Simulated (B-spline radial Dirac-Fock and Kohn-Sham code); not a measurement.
Energy-loss ionisation edge M4 (3d3/2) of Rh

System: atomic rhodium, [Kr] 4d8 5s1. Model: the first Born approximation with generalised oscillator strengths from a Dirac-Hartree-Slater potential (longitudinal and transverse terms; continuum final states only, so no white lines or fine structure). Program: a B-spline atomic structure program. The edge is taken at 311.9 eV (tabulated value).

Partial cross sections σ(β, Δ) in barn, integrated over a window Δ above the edge and up to the collection semi-angle β, for parallel illumination:

```csv
E₀ (kV),β (mrad),Δ = 25 eV,Δ = 50 eV,Δ = 100 eV,Δ = 200 eV,Δ = 300 eV
60,5,212,1320,4000,7080,8460
60,10,393,2480,7690,14100,17300
60,100,1040,5350,16600,32700,42500
80,10,374,2360,7390,13800,17000
80,100,?,?,?,?,?
100,10,357,2260,7090,13300,16500
100,20,503,3050,9660,18500,23400
120,5,224,1420,4420,8110,9920
120,20,472,2840,9020,17400,22000
120,50,628,3390,10600,20900,27000
120,100,662,3470,10800,21400,27800
200,5,220,1410,4440,8300,10300
200,100,500,2660,8320,16400,21300
300,100,420,2260,7070,14000,18200
```

Question: Give the row for 80 kV and 100 mrad.

Answer: 855 b for 25 eV, 4440 b for 50 eV, 13800 b for 100 eV, 27200 b for 200 eV, 35400 b for 300 eV.

Values without a named source are computed, but for edge energies of neutral atoms, which are taken from tables.
